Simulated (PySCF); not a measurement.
Atomic charges against the basis set

Compound: CH5NO2Si2.
SMILES with atom numbers: `[N:1]#[C:2][SiH2:3][SiH:4]([OH:5])[OH:6]` (hydrogens: H7, H8 on Si3; H9 on Si4; H10 on O5; H11 on O6)

PBE0 throughout (PySCF), one geometry, spherical d and f functions. Isolated species at its PBE0-D3(BJ)/def2-SVP geometry (one conformer only). Atoms taken as equivalent share a column and are averaged. The first 7 of 8 kinds of atom are listed.

Mulliken charges (e):

| basis | functions | N1 | C2 | Si3 | Si4 | O5/O6 | H7/H8 | H9 |
| --- | --- | --- | --- | --- | --- | --- | --- | --- |
| STO-3G | 43 | -0.216 | -0.139 | +0.435 | +0.725 | -0.444 | -0.090 | -0.138 |
| 6-31G | 72 | -0.287 | -0.132 | +0.416 | +1.008 | -0.798 | -0.057 | -0.141 |
| pcSseg-0 | 72 | -0.386 | -0.232 | +0.384 | +1.121 | -0.836 | +0.031 | -0.093 |
| 6-31G* | 102 | -0.277 | -0.009 | +0.196 | +0.814 | -0.732 | -0.030 | -0.106 |
| cc-pVDZ | 117 | -0.120 | -0.166 | +0.167 | +0.570 | -0.350 | -0.009 | -0.097 |
| def2-SVP | 117 | -0.069 | -0.267 | +0.225 | +0.654 | -0.409 | -0.016 | -0.107 |
| aug-cc-pVDZ | 191 | -0.336 | -0.042 | -0.401 | +1.020 | -0.680 | +0.283 | +0.292 |
| 6-311+G(2d,p) | 208 | -0.254 | -0.116 | +0.328 | +0.929 | -0.678 | -0.022 | -0.053 |
| def2-TZVP | 228 | -0.043 | -0.227 | +0.131 | +0.509 | -0.514 | +0.018 | -0.046 |
| cc-pVTZ | 258 | -0.072 | -0.205 | +0.169 | +0.482 | -0.354 | -0.005 | -0.078 |
| IGLO-III | 278 | -0.329 | -0.022 | +0.542 | +0.918 | -0.608 | -0.131 | -0.174 |

IAO charges (e):

| basis | functions | N1 | C2 | Si3 | Si4 | O5/O6 | H7/H8 | H9 |
| --- | --- | --- | --- | --- | --- | --- | --- | --- |
| STO-3G | 43 | -0.168 | -0.193 | +0.461 | +0.890 | -0.582 | -0.092 | -0.136 |
| 6-31G | 72 | -0.195 | -0.133 | +0.300 | +0.971 | -0.745 | -0.034 | -0.122 |
| pcSseg-0 | 72 | -0.196 | -0.135 | +0.264 | +0.981 | -0.725 | -0.024 | -0.126 |
| 6-31G* | 102 | -0.202 | -0.151 | +0.379 | +1.097 | -0.775 | -0.073 | -0.164 |
| cc-pVDZ | 117 | -0.195 | -0.155 | +0.374 | +1.085 | -0.772 | -0.071 | -0.163 |
| def2-SVP | 117 | -0.193 | -0.157 | +0.379 | +1.092 | -0.769 | -0.075 | -0.168 |
| aug-cc-pVDZ | 191 | -0.211 | -0.143 | +0.378 | +1.096 | -0.794 | -0.069 | -0.159 |
| 6-311+G(2d,p) | 208 | -0.212 | -0.150 | +0.398 | +1.123 | -0.803 | -0.076 | -0.167 |
| def2-TZVP | 228 | -0.209 | -0.153 | +0.401 | +1.137 | -0.804 | -0.079 | -0.172 |
| cc-pVTZ | 258 | -0.207 | -0.152 | +0.390 | +1.125 | -0.799 | -0.076 | -0.169 |
| IGLO-III | 278 | -0.211 | -0.152 | +0.402 | +1.131 | -0.806 | -0.078 | -0.169 |

Hirshfeld charges (e):

```csv
basis,functions,N1,C2,Si3,Si4,O5/O6,H7/H8,H9
STO-3G,43,-0.192,-0.084,+0.320,+0.474,-0.277,-0.063,-0.100
6-31G,72,-0.192,-0.050,+0.268,+0.409,-0.325,-0.041,-0.075
pcSseg-0,72,-0.193,-0.056,+0.276,+0.439,-0.327,-0.048,-0.091
6-31G*,102,-0.201,-0.035,+0.267,+0.368,-0.300,-0.049,-0.079
cc-pVDZ,117,-0.193,-0.043,+0.276,+0.378,-0.293,-0.054,-0.087
def2-SVP,117,-0.199,-0.038,+0.281,+0.387,-0.299,-0.056,-0.090
aug-cc-pVDZ,191,-0.207,-0.043,+0.285,+0.402,-0.307,-0.050,-0.078
"6-311+G(2d,p)",208,-0.209,-0.043,+0.286,+0.398,-0.307,-0.050,-0.080
def2-TZVP,228,-0.207,-0.039,+0.281,+0.390,-0.304,-0.051,-0.081
cc-pVTZ,258,-0.205,-0.038,+0.279,+0.391,-0.302,-0.052,-0.083
IGLO-III,278,-0.212,-0.041,+0.287,+0.395,-0.304,-0.050,-0.079
```

ESP-fitted charges (e):

```csv
basis,functions,N1,C2,Si3,Si4,O5/O6,H7/H8,H9
STO-3G,43,-0.396,+0.233,+0.001,+0.870,-0.575,-0.003,-0.181
6-31G,72,-0.412,+0.231,+0.050,+0.985,-0.848,0.000,-0.175
pcSseg-0,72,-0.417,+0.230,-0.006,+1.087,-0.823,+0.005,-0.233
6-31G*,102,-0.361,+0.133,+0.199,+0.657,-0.661,-0.031,-0.141
cc-pVDZ,117,-0.345,+0.123,+0.162,+0.640,-0.617,-0.020,-0.145
def2-SVP,117,-0.360,+0.145,+0.140,+0.714,-0.643,-0.021,-0.165
aug-cc-pVDZ,191,-0.387,+0.160,+0.190,+0.630,-0.622,-0.022,-0.135
"6-311+G(2d,p)",208,-0.380,+0.147,+0.184,+0.666,-0.656,-0.018,-0.140
def2-TZVP,228,-0.380,+0.153,+0.183,+0.652,-0.639,-0.023,-0.144
cc-pVTZ,258,-0.370,+0.140,+0.196,+0.633,-0.616,-0.027,-0.145
IGLO-III,278,-0.380,+0.149,+0.202,+0.613,-0.620,-0.025,-0.134
```

Some averages cover members that differ in this geometry, most widely: H7/H8, ESP-fitted in 6-31G -0.015 to +0.015; O5/O6, ESP-fitted in 6-311+G(2d,p) -0.671 to -0.641; H7/H8, ESP-fitted in pcSseg-0 -0.009 to +0.018; O5/O6, ESP-fitted in STO-3G -0.588 to -0.561 e.

Q: Which scheme is steadiest as the basis changes?

A: Largest range over the bases for any column: Hirshfeld 0.11 e, IAO 0.25 e, ESP-fitted 0.47 e, Mulliken 0.94 e. Hirshfeld charges move least and Mulliken charges most, counted in e. Without the minimal STO-3G basis the ranges are Hirshfeld 0.07, IAO 0.17, ESP-fitted 0.47, Mulliken 0.94 e.

Q: How much do the charges still move between the two largest bases, cc-pVTZ and IGLO-III?

A: At most, over all atoms: Mulliken 0.436 e, IAO 0.012 e, Hirshfeld 0.008 e, ESP-fitted 0.020 e.

Q: What do the same runs give for the total energy, the frontier levels and the dipole moment?

A: 
| basis | energy (Eh) | HOMO (eV) | LUMO (eV) | μ (D) |
| --- | --- | --- | --- | --- |
| STO-3G | -814.8207 | -4.42 | 4.15 | 3.12 |
| 6-31G | -824.6413 | -8.27 | -0.43 | 2.91 |
| pcSseg-0 | -823.5612 | -8.33 | -0.69 | 3.22 |
| 6-31G* | -824.8030 | -8.08 | -0.50 | 3.14 |
| cc-pVDZ | -824.8567 | -8.06 | -0.57 | 3.12 |
| def2-SVP | -824.4809 | -8.12 | -0.62 | 3.16 |
| aug-cc-pVDZ | -824.8889 | -8.28 | -0.97 | 3.21 |
| 6-311+G(2d,p) | -824.9632 | -8.33 | -1.04 | 3.21 |
| def2-TZVP | -824.9906 | -8.27 | -0.93 | 3.23 |
| cc-pVTZ | -824.9816 | -8.22 | -0.83 | 3.22 |
| IGLO-III | -824.9949 | -8.30 | -0.95 | 3.24 |

The dipole is fixed by the density alone, so its range of 0.33 D shows that the density itself changes with the basis, not only its division among atoms.
